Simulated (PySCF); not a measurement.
PySCF job for CH₅F₃Si₂, SMILES C[Si@H](F)[SiH](F)F, PBE-D3(BJ)/def2-SVP. Geometry optimised at PBE-D3(BJ)/def2-SVP. The structure was generated by enumeration; whether it is a known compound was not checked. The values are those of a single conformer.

```python
import numpy as np
from pyscf import gto, scf, dft, df
from pyscf.hessian import thermo

mol = gto.M(
    atom='''
    C    -2.20050755    0.88325130   -0.68393113
    Si   -0.97059231   -0.50080233   -0.39120988
    F    -1.57084138   -1.55652763    0.72511293
    Si    1.04318525    0.36839660    0.46066789
    F     1.47765473    1.57412248   -0.56275053
    F     2.22971310   -0.75585661    0.41482807
    H    -3.14624866    0.49221745   -1.11048480
    H    -2.43662528    1.42058884    0.25640644
    H    -1.77015726    1.61354505   -1.40062236
    H    -0.70233533   -1.26653621   -1.65746675
    H     1.01337251    0.93871285    1.84862760
    ''',
    basis='def2-SVP',
    charge=0,
    spin=0,
    max_memory=1600,
    verbose=3,
)
mf = dft.RKS(mol, xc='pbe').density_fit(auxbasis='def2-universal-jkfit')
mf.disp = 'd3bj'
mf.grids.level = 3
mf.conv_tol = 1e-11
mf.max_cycle = 100
mf.kernel()

# [left out here: the lines that compute and print the analytic Hessian (its translational invariance restored by hand, since the grid's response is missing), thermochemistry and intensities]
```

Log of the run:

```
converged SCF energy = -918.723179305114

WARN: DFTD3 does not support analytical Hessian, using finite difference


WARN: Mole.unit (angstrom) is changed to Bohr

Mode                                 0                   1                   2
Irrep
Freq [cm^-1]                       30.5782             68.3854            130.2213
Reduced mass [au]                   6.2598              6.0612              2.2397
Force const [Dyne/A]                0.0034              0.0167              0.0224
Char temp [K]                      43.9953             98.3914            187.3595
Normal mode                   x     y     z       x     y     z       x     y     z
       0   C                -0.06  0.01  0.10    0.10  0.07  0.05   -0.03 -0.03 -0.05
       1  Si                -0.01  0.03 -0.01    0.01 -0.02  0.01    0.03  0.04  0.06
       2   F                 0.05 -0.06 -0.06   -0.07 -0.03 -0.05   -0.03 -0.03 -0.03
       3  Si                -0.01  0.03 -0.01    0.01 -0.01  0.01    0.03  0.04  0.05
       4   F                 0.06 -0.05 -0.08   -0.10 -0.04 -0.07   -0.02 -0.02 -0.04
       5   F                -0.04 -0.01  0.10    0.07  0.06  0.04   -0.04 -0.04 -0.05
       6   H                -0.06 -0.01  0.12    0.09  0.17 -0.02    0.12 -0.07 -0.35
       7   H                -0.04 -0.05  0.14    0.09  0.02  0.07   -0.32 -0.19 -0.04
       8   H                -0.12  0.06  0.12    0.19  0.09  0.12    0.09  0.10  0.16
       9   H                -0.01  0.12 -0.07   -0.00  0.02 -0.01    0.19  0.09  0.06
      10   H                -0.03  0.13 -0.05    0.01  0.05 -0.02    0.21  0.08  0.04
Mode                                 3                   4                   5
Irrep
Freq [cm^-1]                      161.6632            176.4313            201.4196
Reduced mass [au]                   1.4838              3.8477             10.6695
Force const [Dyne/A]                0.0228              0.0706              0.2550
[...]
       6   H                -0.00 -0.11  0.18   -0.01  0.01  0.06   -0.12  0.19  0.02
       7   H                 0.10 -0.19  0.17    0.08 -0.05  0.06    0.10 -0.02  0.05
       8   H                -0.14  0.05  0.10   -0.02  0.03  0.03    0.01  0.04  0.03
       9   H                 0.11 -0.08 -0.01    0.08 -0.02 -0.00   -0.08 -0.12 -0.04
      10   H                 0.03  0.03 -0.01   -0.07  0.01  0.07    0.26  0.10  0.07
Mode                                 9                  10                  11
Irrep
Freq [cm^-1]                      622.6664            668.9850            737.1289
Reduced mass [au]                   1.1771              2.0772              1.6309
Force const [Dyne/A]                0.2689              0.5477              0.5221
Char temp [K]                     895.8783            962.5205           1060.5644
Normal mode                   x     y     z       x     y     z       x     y     z
       0   C                -0.05  0.04 -0.06    0.05 -0.15  0.05    0.12 -0.04 -0.04
       1  Si                 0.00  0.01  0.01   -0.07  0.03 -0.00   -0.06  0.05  0.01
       2   F                 0.01 -0.02  0.01    0.02  0.05 -0.03    0.02 -0.01 -0.03
       3  Si                -0.02 -0.02 -0.03   -0.01 -0.01 -0.01   -0.00 -0.00  0.00
       4   F                 0.00  0.01  0.01    0.01  0.01 -0.00    0.00 -0.00  0.00
       5   F                 0.01  0.00  0.01    0.01  0.00  0.01   -0.00  0.00  0.00
       6   H                -0.23  0.28  0.10   -0.01  0.12 -0.05    0.14 -0.30  0.16
       7   H                 0.24 -0.16  0.14    0.19 -0.02  0.00    0.12 -0.32  0.12
       8   H                -0.09  0.19  0.08    0.38 -0.32  0.07   -0.24  0.20  0.00
       9   H                 0.64 -0.21  0.28    0.25  0.20 -0.04   -0.23 -0.32  0.20
      10   H                 0.11 -0.03 -0.02    0.20  0.00 -0.00    0.12  0.05 -0.01
Mode                                12                  13                  14
Irrep
Freq [cm^-1]                      768.1661            789.4686            797.5422
Reduced mass [au]                   1.2250              1.3042              1.8956
Force const [Dyne/A]                0.4259              0.4789              0.7104
Char temp [K]                    1105.2200           1135.8696           1147.4856
Normal mode                   x     y     z       x     y     z       x     y     z
       0   C                -0.03 -0.05 -0.01    0.04  0.02 -0.00   -0.04  0.01  0.02
       1  Si                 0.01  0.02  0.02   -0.00  0.00 -0.02    0.02 -0.02  0.02
       2   F                 0.00  0.01 -0.03   -0.02 -0.03  0.04    0.02  0.04 -0.05
       3  Si                 0.02  0.02  0.02   -0.01 -0.01  0.01    0.03 -0.01 -0.04
       4   F                -0.00  0.01 -0.05    0.02  0.04 -0.06   -0.01 -0.05  0.04
       5   F                -0.00 -0.01 -0.01   -0.02  0.02  0.02   -0.06  0.07  0.02
       6   H                -0.13  0.22 -0.02    0.09 -0.15  0.04   -0.04  0.10 -0.06
       7   H                 0.16 -0.03  0.03   -0.06 -0.03  0.00   -0.04  0.12 -0.05
       8   H                 0.15 -0.06  0.08   -0.11  0.06 -0.04    0.08 -0.07  0.01
       9   H                -0.23 -0.29  0.16    0.14  0.22 -0.12   -0.22 -0.28  0.13
      10   H                -0.52 -0.46  0.21    0.28 -0.67  0.29    0.52 -0.21  0.05
Mode                                15                  16                  17
Irrep
Freq [cm^-1]                      819.2122            881.2013            895.7209
Reduced mass [au]                   2.9164              1.7185              2.8827
Force const [Dyne/A]                1.1532              0.7862              1.3627
Char temp [K]                    1178.6640           1267.8524           1288.7429
Normal mode                   x     y     z       x     y     z       x     y     z
       0   C                -0.01  0.05  0.06    0.03  0.02  0.08   -0.03 -0.03  0.02
       1  Si                -0.02 -0.05  0.02   -0.02  0.03 -0.06    0.06  0.07 -0.05
       2   F                 0.04  0.06 -0.07   -0.01 -0.03  0.03   -0.04 -0.07  0.06
       3  Si                -0.06 -0.01  0.04    0.05  0.01 -0.02   -0.05 -0.04  0.02
       4   F                 0.03  0.06 -0.05   -0.02 -0.04  0.03    0.02  0.04 -0.03
       5   F                 0.06 -0.05 -0.00   -0.03  0.02 -0.00    0.02 -0.00  0.00
       6   H                 0.12 -0.14 -0.06    0.19 -0.22 -0.07   -0.04  0.10 -0.07
       7   H                -0.24  0.20 -0.10   -0.22  0.18 -0.09    0.04  0.08 -0.03
       8   H                -0.00 -0.08 -0.07    0.06 -0.16 -0.08    0.16 -0.12  0.03
       9   H                 0.12 -0.29  0.21    0.39 -0.30  0.23   -0.24 -0.29  0.11
      10   H                 0.08  0.01  0.03   -0.23 -0.06  0.01    0.27  0.15 -0.05
Mode                                18                  19                  20
Irrep
Freq [cm^-1]                      922.3396           1217.3363           1372.9493
Reduced mass [au]                   8.2381              1.2581              1.0475
Force const [Dyne/A]                4.1291              1.0985              1.1634
Char temp [K]                    1327.0413           1751.4759           1975.3684
Normal mode                   x     y     z       x     y     z       x     y     z
       0   C                 0.00 -0.00  0.00    0.09 -0.10  0.03   -0.01 -0.03 -0.05
       1  Si                 0.01  0.01 -0.01   -0.01  0.01 -0.00   -0.00 -0.00 -0.01
       2   F                -0.01 -0.01  0.01   -0.00 -0.00  0.00    0.00  0.00  0.00
       3  Si                -0.05  0.11 -0.04    0.00 -0.00  0.00    0.00  0.00 -0.00
       4   F                -0.02 -0.07  0.05   -0.00  0.00 -0.00   -0.00 -0.00  0.00
       5   F                 0.09 -0.08  0.00    0.00  0.00  0.00   -0.00 -0.00 -0.00
       6   H                 0.00  0.01 -0.01   -0.14  0.48 -0.04   -0.11 -0.30  0.44
       7   H                -0.00  0.01 -0.01   -0.28  0.30 -0.28   -0.06  0.33 -0.25
       8   H                 0.01 -0.01  0.00   -0.46  0.26  0.04    0.33  0.32  0.52
       9   H                -0.06 -0.03  0.01    0.01 -0.00  0.02    0.02  0.00  0.00
      10   H                 0.14 -0.22  0.09   -0.00  0.01 -0.00    0.00 -0.00  0.00
Mode                                21                  22                  23
Irrep
Freq [cm^-1]                     1380.2546           2163.9380           2177.2928
Reduced mass [au]                   1.0489              1.0418              1.0428
Force const [Dyne/A]                1.1773              2.8742              2.9127
Char temp [K]                    1985.8790           3113.4249           3132.6395
Normal mode                   x     y     z       x     y     z       x     y     z
       0   C                -0.05 -0.03  0.02   -0.00  0.00 -0.00    0.00  0.00  0.00
       1  Si                -0.00 -0.00  0.00    0.01 -0.02 -0.03   -0.00 -0.00 -0.00
       2   F                 0.00  0.00  0.00   -0.00 -0.00 -0.00    0.00  0.00 -0.00
       3  Si                 0.00  0.00 -0.00    0.00 -0.00 -0.00   -0.00  0.01  0.03
       4   F                -0.00 -0.00 -0.00   -0.00 -0.00  0.00    0.00  0.00 -0.00
       5   F                -0.00 -0.00 -0.00   -0.00  0.00  0.00    0.00  0.00  0.00
       6   H                 0.26 -0.20 -0.48   -0.00 -0.00 -0.00    0.00 -0.00 -0.00
       7   H                 0.59  0.35 -0.04    0.00 -0.01 -0.00    0.00  0.00  0.00
       8   H                -0.23  0.24  0.17    0.01 -0.00 -0.00   -0.00  0.00 -0.00
       9   H                 0.02  0.02 -0.01   -0.17  0.50  0.82    0.00  0.01  0.02
      10   H                -0.00 -0.00  0.00   -0.00  0.01  0.02    0.02 -0.37 -0.90
Mode                                24                  25                  26
Irrep
Freq [cm^-1]                     2975.6094           3076.2235           3084.6201
Reduced mass [au]                   1.0354              1.1016              1.1031
Force const [Dyne/A]                5.4012              6.1422              6.1839
Char temp [K]                    4281.2394           4426.0008           4438.0815
Normal mode                   x     y     z       x     y     z       x     y     z
       0   C                -0.03  0.04 -0.01    0.06  0.04 -0.05    0.03  0.05  0.07
       1  Si                 0.00 -0.00  0.00    0.00  0.00 -0.00    0.00  0.00  0.00
       2   F                 0.00  0.00 -0.00   -0.00 -0.00  0.00   -0.00 -0.00 -0.00
       3  Si                -0.00  0.00  0.00   -0.00  0.00 -0.00   -0.00  0.00 -0.00
       4   F                 0.00 -0.00  0.00    0.00 -0.00  0.00    0.00 -0.00  0.00
       5   F                -0.00 -0.00 -0.00   -0.00 -0.00  0.00   -0.00 -0.00 -0.00
       6   H                 0.46  0.21  0.21   -0.36 -0.15 -0.18   -0.57 -0.23 -0.25
       7   H                 0.11 -0.25 -0.46   -0.08  0.21  0.34    0.15 -0.33 -0.58
       8   H                -0.24 -0.40  0.39   -0.28 -0.49  0.48    0.01  0.01  0.01
       9   H                -0.00  0.00  0.00   -0.00  0.00  0.00    0.00 -0.00 -0.00
      10   H                -0.00 -0.00 -0.00    0.00 -0.00  0.00   -0.00 -0.00 -0.00
temperature 298.1500 [K]
pressure 101325.00 [Pa]
Rotational constants [GHz] 3.15321 1.42416 1.06837
Symmetry number 1
Zero-point energy (ZPE) 0.06181 [Eh]   162290.353 [J/mol]
                           tot       elec      trans        rot        vib
Entropy [J/mol/K]       398.698      0.000    169.473    119.643    109.582
Cv [J/mol/K]            123.125      0.000     12.472     12.472     98.182
Cp [J/mol/K]            131.439      0.000     20.786     12.472     98.182
Internal energy [J/mol]                      3718.434   3718.434 178500.918
Internal energy [Eh]   -918.65236  -918.72318
Enthalpy [J/mol]                             6197.391   3718.434 178500.918
Enthalpy [Eh]          -918.65142
Gibbs free energy [J/mol]                  -44330.963 -31953.148 145829.185
Gibbs free energy [Eh] -918.69669
mode   freq/cm-1   IR/(km/mol)
   1       30.58         1.441
   2       68.39         2.243
   3      130.22         9.388
   4      161.66         3.982
   5      176.43         1.789
   6      201.42         0.017
   7      250.28        14.067
   8      314.72        11.006
   9      448.47         1.117
  10      622.67        48.152
  11      668.99        60.564
  12      737.13        50.365
  13      768.17       202.492
  14      789.47        32.973
  15      797.54        15.402
  16      819.21       147.123
  17      881.20        89.304
  18      895.72        24.477
  19      922.34       161.095
  20     1217.34        22.388
  21     1372.95         5.111
  22     1380.25         5.890
  23     2163.94       110.844
  24     2177.29       132.313
  25     2975.61         0.101
  26     3076.22         0.688
  27     3084.62         0.310
max |gradient| / (hartree/bohr): 0.00022262283921381932
APT charges: [-0.3854  1.1813 -0.5824  1.4046 -0.5815 -0.6033  0.0294  0.037   0.0491
 -0.2711 -0.2777]
```

The run converged.
